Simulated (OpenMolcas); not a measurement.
How basis sets differ on BGeH3Cl2 (SMILES Cl[B](Cl)[GeH3])

BGeH3Cl2: 7 atoms, total charge 0, spin state singlet. As SMILES, `Cl[B](Cl)[GeH3]`. Geometry: relaxed at PBE0-D4/def2-TZVP.

```xyz
7

Cl    1.7495   -1.4282    1.2087
B     0.2064   -1.0219    0.5115
Cl   -1.0824   -2.1918    0.6047
Ge   -0.1231    0.7985   -0.4122
H    -0.5562    0.5606   -1.8683
H    -1.2661    1.5343    0.3067
H     1.1333    1.6805   -0.3967
```

Quantity: the dipole moment, in D. The values are calculated.

```
               level          kind     program  value (D)  CPU time
   HF/ANO-R0 (sfX2C)  Hartree–Fock  OpenMolcas       1.55     3.3 s
HF/ANO-RCC-MB (DKH2)  Hartree–Fock  OpenMolcas       1.34      11 s
           HF/STO-3G  Hartree–Fock  OpenMolcas       1.83     1.8 s
            HF/3-21G  Hartree–Fock  OpenMolcas       1.46     2.5 s
          HF/cc-pVDZ  Hartree–Fock  OpenMolcas       0.62     8.2 s
```

All-electron rows without a relativistic Hamiltonian named are non-relativistic. The values span 0.62 to 1.83 D. Magnitudes only. Sets without polarisation functions give poor dipoles. Times are those of the runs behind each value, whatever else they computed, on shared processors of several kinds: orders of magnitude only.
